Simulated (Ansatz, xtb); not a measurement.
# A geometry optimisation of HOSn+ with r2SCAN-D4/def2-SVP

The starting geometry of this gas-phase singlet has its atoms placed at random.

```yaml
atoms:
  - { symbol: O, position_ang: [-1.0100, 1.0864, -0.5694] }
  - { symbol: Sn, position_ang: [0.4325, -0.7424, 0.7325] }
  - { symbol: H, position_ang: [-0.8793, 0.1761, -1.3961] }
```

Question: Guess where an optimisation with r2SCAN-D4/def2-SVP ends from this start.

Answer: It ends as `[OH+]=[Sn]`. Contacts that close: O1–Sn2 (2.67 → 1.89 Å), O1–H3 (1.24 → 0.97 Å).

The energy falls by 3.75 eV over 10 steps:

```tsv
step	E − E(last) (eV)
1	3.748
2	1.731
3	0.373
4	0.190
5	0.083
6	0.042
7	0.002
8	0.000
9	0.000
10	0.000
```

Final geometry (Å):

```yaml
atoms:
  - { symbol: O, position_ang: [-0.6393, 0.2880, -0.6514] }
  - { symbol: Sn, position_ang: [0.3059, -0.4172, 0.8271] }
  - { symbol: H, position_ang: [-1.1234, 0.6492, -1.4087] }
```

From the same start GFN2-xTB reaches the same bonding as this run.

From so rough a start the end depends on the optimiser's path, so another program may land elsewhere. The end wasn't checked by frequencies. Atoms past krypton carry core potentials, without spin–orbit terms. Run with Ansatz 0.2.0, 26 s on 1 thread of AMD EPYC (Zen 3) (shared host).
